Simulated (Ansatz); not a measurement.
`CO[Si](O)([SiH3])Br` + H₂ → `CO[SiH](O)[SiH3]` + HBr  (hydrogenolysis of the Si–Br bond)

Program: Ansatz. Geometries: PBE0-D4/def2-TZVP. ΔE: electronic, gas phase. CBS: MP2 limit from def2 TZ/QZ plus the TZ coupled-cluster correction, frozen cores. This one scheme is used for every species. Functionals use def2-TZVPP. For Br outer-core shells are correlated without core-valence functions, which leaves a few kJ/mol of doubt a bond. Scalar relativity is left out up to krypton. Each species was taken in one conformer, which may not be the lowest.

`CO[Si](O)([SiH3])Br`:

```xyz
13

C    -1.827   -1.086   -0.131
O    -1.084   -0.083   -0.791
Si    0.517    0.189   -0.663
O     0.944    1.269   -1.803
Si    1.209    0.995    1.415
Br    1.553   -1.771   -1.018
H    -1.440   -2.081   -0.368
H    -1.805   -0.948    0.954
H    -2.860   -1.015   -0.472
H     0.736    1.069   -2.718
H     0.747    0.045    2.462
H     2.690    1.082    1.453
H     0.618    2.333    1.680
```

H₂:

```xyz
2

H    -0.145    0.098   -0.329
H     0.145   -0.098    0.329
```

`CO[SiH](O)[SiH3]`:

```xyz
13

C     1.011    2.067    0.345
O     0.023    1.068    0.217
Si    0.359   -0.525    0.018
O     1.107   -0.855   -1.414
Si   -1.720   -1.590    0.197
H     0.532    2.981    0.700
H     1.785    1.775    1.064
H     1.490    2.273   -0.618
H     1.364   -0.952    1.028
H     0.592   -0.752   -2.216
H    -2.586   -1.206   -0.953
H    -2.410   -1.215    1.460
H    -1.547   -3.069    0.170
```

HBr:

Cartesian coordinates in Å:
```
Br -0.465 -0.117 -0.524
H 0.465 0.117 0.524
```

CCSD(T)/CBS gives +98.7 kJ/mol.

Question: Another level gave +88.6 kJ/mol. Which?
A. SCS-MP2/def2-TZVPP
B. HF/def2-TZVPP
C. MP2/def2-TZVPP
D. PBE/def2-TZVPP

Answer: D. PBE 88.6, SCS-MP2/def2-TZVPP 93.0, HF/def2-TZVPP 76.7, MP2/def2-TZVPP 102.6 kJ/mol.

Largest T1 diagnostic among the species: 0.012.

In def2-TZVPP, CCSD(T) changes the Hartree–Fock value by +13.6 kJ/mol (the triples alone add +4.6 kJ/mol) and MP2 by +25.8 kJ/mol. The D4 term adds +14.9 kJ/mol with B3LYP and +8.1 kJ/mol with PBE0; it sums over pairs of atoms, weighted by their polarisabilities, and B3LYP, whose exchange is more repulsive, gets the larger term.

B3LYP here is the variant with VWN-RPA as its local correlation; programs differ in this.
